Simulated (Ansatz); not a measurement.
All values below come from frozen-core CCSD(T)/cc-pVDZ // PBE0-D3(BJ)/def2-SVP (Ansatz, a quantum-chemistry and plane-wave program). The restricted HF reference is unstable towards unrestricted orbitals.

Ansatz 0.2 input:
```yaml
crystal:
  periodic: [false, false, false]
  atoms:
    - { symbol: B, position_ang: [2.836473, -0.387791, 0.27945] }
    - { symbol: C, position_ang: [1.350548, -0.717387, 0.05428] }
    - { symbol: C, position_ang: [1.021186, -2.051625, -0.182564] }
    - { symbol: C, position_ang: [-0.302629, -2.476081, -0.40278] }
    - { symbol: C, position_ang: [-1.32166, -1.55191, -0.387095] }
    - { symbol: C, position_ang: [-1.063449, -0.176856, -0.152606] }
    - { symbol: C, position_ang: [-2.118212, 0.771519, -0.137224] }
    - { symbol: C, position_ang: [-1.862615, 2.102619, 0.090337] }
    - { symbol: C, position_ang: [-0.53654, 2.533715, 0.311703] }
    - { symbol: C, position_ang: [0.505691, 1.634053, 0.302201] }
    - { symbol: C, position_ang: [0.283047, 0.253222, 0.071251] }
    - { symbol: H, position_ang: [3.246862, 0.728372, 0.493214] }
    - { symbol: H, position_ang: [3.639176, -1.292564, 0.241569] }
    - { symbol: H, position_ang: [1.825492, -2.791703, -0.196569] }
    - { symbol: H, position_ang: [-0.517264, -3.531548, -0.584471] }
    - { symbol: H, position_ang: [-2.355425, -1.866387, -0.556725] }
    - { symbol: H, position_ang: [-3.139814, 0.422936, -0.31016] }
    - { symbol: H, position_ang: [-2.680144, 2.827114, 0.100227] }
    - { symbol: H, position_ang: [-0.336284, 3.592595, 0.492339] }
    - { symbol: H, position_ang: [1.525394, 1.979153, 0.47466] }
basis:
  gaussian: { orbitals: cc-pVDZ }
correlation:
  method: ccsd_t
```

Output:

```
Functional definition: HF
1841 factors; integrals over basis functions are off by at most 1.0e-3 eV
mean field evaluation 1: about -11114.1075 eV, gradient 3.8e1 eV
mean field evaluation 2: about -11114.6407 eV, gradient 3.8e1 eV
mean field evaluation 4: about -11119.5501 eV, gradient 5.0e0 eV
mean field evaluation 8: about -11119.6228 eV, gradient 1.1e-1 eV
mean field evaluation 16: about -11118.6214 eV, gradient 1.2e1 eV
mean field -11119.62291673 eV, -408.6386050385 hartree, gradient 1.7e-6 eV, S^2 0.000000; 0 other end points of the search recorded, 0 dependent functions left out; unrestricted orbitals would lower it
11 core orbitals not correlated
reference -11119.62291673 eV, -408.6386050385 hartree; 26, 26 occupied and 162, 162 virtual orbitals, 1841 factors
second order -37.43427588 eV of doubles, -0.00000000 eV of singles
cycle   1  -37.66160422 eV  change   -2.3e-1 eV  update   1.6e-1
cycle   2  -38.79662896 eV  change    -1.1e0 eV  update   5.1e-2
cycle   3  -39.05209031 eV  change   -2.6e-1 eV  update   2.1e-2
cycle   4  -39.05530537 eV  change   -3.2e-3 eV  update   6.7e-3
cycle   5  -39.05744876 eV  change   -2.1e-3 eV  update   3.1e-3
cycle   6  -39.05862199 eV  change   -1.2e-3 eV  update   9.4e-4
cycle   7  -39.05833716 eV  change    2.8e-4 eV  update   4.2e-4
cycle   8  -39.05833355 eV  change    3.6e-6 eV  update   1.6e-4
cycle   9  -39.05837340 eV  change   -4.0e-5 eV  update   7.8e-5
cycle  10  -39.05834259 eV  change    3.1e-5 eV  update   2.9e-5
perturbative correction -1.83845877 eV, -0.0675621137 hartree
Total energy: -11160.51971809 eV, -410.1415347678 hartree
```

Cost: around 3 core-minutes (rough).
